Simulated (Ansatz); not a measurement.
Abridged output of a molecular run in Ansatz:

```
Functional definition: HF
1115 factors; integrals over basis functions are off by at most 1.1e-3 eV
mean field evaluation 1: about -58848.6665 eV, gradient 3.4e1 eV
mean field evaluation 2: about -58848.6958 eV, gradient 3.4e1 eV
mean field evaluation 4: about -58851.4667 eV, gradient 2.8e0 eV
mean field evaluation 8: about -58851.4969 eV, gradient 1.3e-1 eV
mean field evaluation 16: about -58851.4632 eV, gradient 6.4e-1 eV
mean field -58851.49694205 eV, -2162.7526216429 hartree, gradient 4.6e-6 eV, S^2 0.000000; 0 other end points of the search recorded, 0 dependent functions left out
16 core orbitals not correlated: weight in the atoms' cores, before any rotation towards them, 1.000 or more for the frozen orbitals, at most 0.000 for the correlated occupied ones
reference -58851.49694205 eV, -2162.7526216429 hartree; 16, 16 occupied and 80, 80 virtual orbitals, 1115 factors
second order -19.43554309 eV of doubles, -0.00000000 eV of singles
cycle   1  -19.67652639 eV  change   -2.4e-1 eV  update   1.0e-1
cycle   2  -20.27377635 eV  change   -6.0e-1 eV  update   3.7e-2
cycle   3  -20.37187459 eV  change   -9.8e-2 eV  update   1.5e-2
cycle   4  -20.36339431 eV  change    8.5e-3 eV  update   2.7e-3
cycle   5  -20.36287778 eV  change    5.2e-4 eV  update   1.0e-3
cycle   6  -20.36318769 eV  change   -3.1e-4 eV  update   3.3e-4
cycle   7  -20.36319443 eV  change   -6.7e-6 eV  update   1.2e-4
cycle   8  -20.36316134 eV  change    3.3e-5 eV  update   4.0e-5
cycle   9  -20.36316068 eV  change    6.6e-7 eV  update   1.5e-5
perturbative correction -0.53627951 eV, -0.0197079083 hartree
Total energy: -58872.39638223 eV, -2163.5206619034 hartree
```

Its atoms:

Cartesian coordinates in Å:
```
C 1.2121 -0.7593 -0.3268
Si -0.5732 -0.2459 -0.5522
N -1.4320 0.1874 0.8739
Zn 0.9280 3.2934 0.6217
H 1.8037 0.0489 0.1115
H 1.2918 -1.6296 0.3301
H 1.6598 -1.0222 -1.2900
H -1.3073 -1.3803 -1.1781
H -1.2717 1.0791 1.3140
H -1.6954 -0.5099 1.5506
H -0.6158 0.9384 -1.4547
```

Problem. Which basis set was used?
A. def2-SVP
B. def2-QZVPP
C. cc-pV(Q+d)Z
D. cc-pV(T+d)Z

Solution. A. It gives 112 functions.

Problem. Write the keys of the input that set method, charge and spin (a neutral closed shell needs none for the last two).

Solution. 
```yaml
correlation: {method: ccsd_t, frozen_orbitals: {C: 1, H: 0, "N": 1, Si: 5, Zn: 9}}
```
